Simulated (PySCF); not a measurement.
**Bi⁺ (bismuth, charge +1): UHF calculation**

Configuration: [Xe] 4f14 5d10 6s2 6p2, high-spin 3P determinant. Computed with PySCF 2.14 in cc-pVDZ-PP with ECP60MDF (4s3p2d, 23 functions), with scalar relativity through the core potential.

```
Total energy                                                  : -213.288243 hartree
One-electron energy                                           : -366.0071 hartree
Hartree (Coulomb) energy                                      : 168.6296 hartree
Exchange energy                                               : -15.9108 hartree
⟨S²⟩                                                          : 2.0077
⟨L²⟩                                                          : 2.016
Sum of ⟨r⟩                                                    : 30.00 bohr
Sum of ⟨r²⟩                                                   : 54.23 bohr²
Traceless quadrupole moment −½Σ⟨3z² − r²⟩ along its main axis : 3.67 e·bohr²
Time after the integrals                                      : 0.13 s of wall time on 1 thread of Neoverse-N1 (shared host)
```

| shell | electrons | mean orbital energy (eV) | spread (eV) | rms radius, mean of both spins (bohr) |
| --- | --- | --- | --- | --- |
| 5s α | 1 | -190.28 | 0 | 0.899 |
| 5s β | 1 | -189.97 | 0 | 0.899 |
| 5p α | 3 | -124.29 | 0.221 | 1.02 |
| 5p β | 3 | -124.05 | 0.597 | 1.02 |
| 5d α | 5 | -44.129 | 0.438 | 1.32 |
| 5d β | 5 | -43.796 | 0.743 | 1.32 |
| 6s α | 1 | -27.970 | 0 | 2.32 |
| 6s β | 1 | -23.985 | 0 | 2.32 |
| 6p α | 2 | -15.655 | 0 | 3.01 |

Energies and moments cover only the electrons outside the core potential. Spin-orbit coupling is strong in this species (close to jj coupling), so the high-spin LS determinant is a model state, not a physical level.
